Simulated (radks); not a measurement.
Results of a calculation; reference values are marked as such.
The silicon ion Si2+, configuration [Ne] 3s1.75 3p0.25 (fractional occupations, a model configuration). Code: a radial shooting solver on a logarithmic mesh with Libxc functionals. Model: non-relativistic Kohn-Sham, SCAN, spin-unpolarised, spherical densities, point nucleus; meta-GGA in the generalised Kohn-Sham scheme.

Local quantities along the radius. ELF = 1/(1 + alpha^2) is the electron localisation function; alpha = (tau - tau_W)/tau_unif compares the Pauli kinetic energy density with that of the uniform gas.

r (bohr)    ELF     alpha
0.003592  1.000  0.008361
0.00464   1.000  0.008696
0.005946  1.000  0.009135
0.007681  1.000  0.009752
0.009843  1.000   0.01058
0.01271   1.000   0.01180
0.01629   1.000   0.01352
0.02105   1.000   0.01622
0.02697   1.000   0.02036
0.03484   0.999   0.02759
0.045     0.998   0.04089
0.05767   0.996   0.06671
0.0745    0.984    0.1268
0.09546   0.931    0.2729
0.1233    0.690    0.6710
0.158     0.311     1.490
0.2041    0.208     1.952
0.2616    0.399     1.227
0.3379    0.720    0.6244
0.4365    0.850    0.4197
0.5593    0.865    0.3946
0.7225    0.767    0.5519
0.9259    0.342     1.387
1.196     0.071     3.619
1.533     0.340     1.394
1.98      0.903    0.3285
2.537     0.941    0.2495
3.277     0.777    0.5356
4.233     0.146     2.418
5.425     0.003     19.07

On this mesh the ELF has minima near r = 0.20, 1.2 bohr, which separate the shells, and maxima near 0.49 (0.87), 2.3 (0.95).
